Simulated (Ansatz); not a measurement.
The cluster As₃⁻ (the lowest singlet isomer of a short search) was relaxed with B3LYP-D4 (def2-TZVPD) in Ansatz in these states: charge -1 quintet, charge -1 triplet. The geometries follow in no particular order.

A:

```xyz
3

As    0.601   -0.478    1.161
As    0.778    0.291   -1.117
As   -1.379    0.187   -0.044
```

B:

```xyz
3

As   -0.349   -0.149   -1.848
As   -0.591    0.551    1.705
As    0.941   -0.402    0.143
```

**Question.** Judge from the bond lengths which geometry belongs to which state (an estimate).

**Answer.** A is the charge -1 triplet (As1–As2 2.411 Å, As1–As3 2.411 Å, As2–As3 2.411 Å); B is the charge -1 quintet (As1–As2 3.630 Å, As1–As3 2.386 Å, As2–As3 2.386 Å).

At B3LYP-D4/def2-TZVPD the highest occupied level of the charge -1 triplet lies above zero (up to 0.07 eV). It is a level of α spin, whose loss leaves a doublet; that state wasn't run at this geometry and level. The electron is either unbound and held by the finite basis, or the level is raised by self-interaction error. At B3LYP-D4/def2-TZVPD the highest occupied level of the charge -1 quintet lies above zero (up to 0.47 eV). It is a level of α spin, whose loss leaves a quartet; that state wasn't run at this geometry and level. The electron is either unbound and held by the finite basis, or the level is raised by self-interaction error. At PBE0-D4/def2-TZVPD a triplet lies 1.81 eV below the charge -1 quintet. These are the stationary points nearest to one start from a short search; other shapes may lie lower in each state.
